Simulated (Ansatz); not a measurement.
Start from `[F][In]([F])[SeH]` and change one atom or group to get `C[Se][In]([F])[F]`.

Ansatz, PBE0-D4/def2-TZVP geometries, multiplicity 1. Each molecule was computed in one conformer, which needn't be the lowest.

Elements past krypton have def2 core potentials. Scalar relativity is left out up to krypton.

```json
{"property": "zero-point energy (PBE0-D4/def2-TZVP) / kJ/mol", "`[F][In]([F])[SeH]`": "30.4"}
{"property": "LUMO energy (PBE0/def2-TZVPP) / eV", "`[F][In]([F])[SeH]`": "-2.68"}
{"property": "ideal-gas entropy at 298 K and 1 bar (rigid rotor, harmonic PBE0-D4/def2-TZVP) / J/(mol·K)", "`[F][In]([F])[SeH]`": "359"}
{"property": "LUMO energy (PBE/def2-TZVPP) / eV", "`[F][In]([F])[SeH]`": "-3.54"}
{"property": "HOMO energy (PBE0/def2-TZVPP) / eV", "`[F][In]([F])[SeH]`": "-8.16"}
{"property": "LUMO energy (ωB97M-V/def2-TZVPP) / eV", "`[F][In]([F])[SeH]`": "-0.76"}
```

(1) What does the change do to each property? (An estimate is asked.)

Results:

(1) The calculation gave: 
| property | `C[Se][In]([F])[F]` | shift |
| --- | --- | --- |
| zero-point energy (PBE0-D4/def2-TZVP) / kJ/mol | 108.9 | 78.5 |
| LUMO energy (PBE0/def2-TZVPP) / eV | -2.45 | 0.23 |
| ideal-gas entropy at 298 K and 1 bar (rigid rotor, harmonic PBE0-D4/def2-TZVP) / J/(mol·K) | 407 | 48 |
| LUMO energy (PBE/def2-TZVPP) / eV | -3.30 | 0.24 |
| HOMO energy (PBE0/def2-TZVPP) / eV | -7.56 | 0.60 |
| LUMO energy (ωB97M-V/def2-TZVPP) / eV | -0.57 | 0.19 |

With PBE0 the HOMO rises by 0.60 eV and the LUMO rises by 0.23 eV, so the gap narrows by about 0.37 eV. PBE moves the HOMO by 0.56 eV and ωB97M-V by 0.60 eV. The zero-point energy changes by 78.5 kJ/mol with +9 modes. Modes under 60 cm⁻¹, often nearly free rotors, make the harmonic entropy too high.

Spin–orbit coupling is left out; it splits and shifts lone-pair levels of the heavy atoms by tenths of an eV.
